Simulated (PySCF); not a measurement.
**Ionisation energy of F²⁺ by level of theory**

F²⁺ [He] 2s2 2p3 (4S) → F³⁺ [He] 2s2 2p2 (3P), as a difference of total energies. Computed with PySCF 2.14 in def2-TZVPPD, with no relativity, point nucleus. Correlated levels: valence: 1s2 frozen; valence and next inner shell: nothing frozen. The calculations carry no spin-orbit coupling.

```json
{"method": "UHF", "ionisation energy (eV)": "62.257"}
{"method": "LDA", "ionisation energy (eV)": "63.186"}
{"method": "PBE", "ionisation energy (eV)": "62.856"}
{"method": "PBE0", "ionisation energy (eV)": "62.934"}
{"method": "r2SCAN", "ionisation energy (eV)": "63.175"}
{"method": "wB97M-V", "ionisation energy (eV)": "62.577"}
{"method": "B3LYP", "ionisation energy (eV)": "62.949"}
{"method": "BHandHLYP", "ionisation energy (eV)": "62.819"}
{"method": "r2SCANh", "ionisation energy (eV)": "63.167"}
{"method": "MP2 (valence)", "ionisation energy (eV)": "62.824"}
{"method": "SCS-MP2 (valence)", "ionisation energy (eV)": "62.570"}
{"method": "MP2 (valence and next inner shell)", "ionisation energy (eV)": "62.840"}
{"method": "SCS-MP2 (valence and next inner shell)", "ionisation energy (eV)": "62.582"}
```

How much does correlation contribute at MP2 (valence and next inner shell)?

62.840 − (62.257) = 0.583 eV, measured against UHF.

A first-order spin-orbit estimate (lowest level to lowest level, LS coupling) adds -0.055 eV.

Errors of the correlated levels include the incompleteness of this basis and the frozen core.

For comparison: 62.708 eV (semi-empirical (NIST evaluation); NIST Atomic Spectra Database, ionization energies).
